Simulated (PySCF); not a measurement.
## Trend along the second period: MZn cations

CCSD(T) with double-zeta basis sets in PySCF, for the lowest determinant that a PBE0 search found; no spin–orbit coupling. De refers to high-spin ground-configuration atoms (the charge goes to the atom of lower measured ionisation energy or higher electron affinity, which is not always the lowest computed limit).

```csv
M,basis,"reference, frozen orbitals",charged atom,state (unpaired electrons),Re (Å),ωe (cm⁻¹),De (eV)
Li,x2c-SVPall,"RHF, 5",Li+,singlet (closed shell),2.690,260,0.62
Be,x2c-SVPall,"ROHF, 5",Be+,doublet (σ ↑),2.418,367,1.77
B,def2-SVP,"RHF, 6",B+,singlet (closed shell),2.364,344,1.77
C,def2-SVP,"ROHF, 6",Zn+,doublet (π ↑),2.172,386,1.32
N,def2-SVP,"ROHF, 6",Zn+,triplet (π ↑↑),2.081,360,0.70
O,pcseg-1,"ROHF, 6",Zn+,doublet (π ↑),1.845,595,1.34
F,x2c-SVPall,"RHF, 6",Zn+,singlet (closed shell),1.733,705,2.72
```

The shortest bond is that of ZnF⁺ (1.733 Å), the longest that of LiZn⁺ (2.690 Å).

The rows differ in basis set, which adds steps of its own.

The state changes along the series, so neighbouring rows are not always alike in their bonding.

Correlated steps freeze the inner cores (5 to 6 orbitals); shallow outer-core shells are correlated. Correlated levels converge slowly with the basis: in double zeta they bind strong bonds too weakly, by up to about 1 eV, and carry superposition errors of some tenths. For an ion De counts to the pair picked by the measured ionisation energies or electron affinities, which need not be the lowest pair at this level. Where the molecule has an RHF reference, its open-shell atoms are computed with UHF. The CCSD T1 diagnostic is raised in ZnF⁺, ZnN⁺, a sign that a single reference may not be enough there. States were picked by a PBE0 search and need not be the measured ground states.
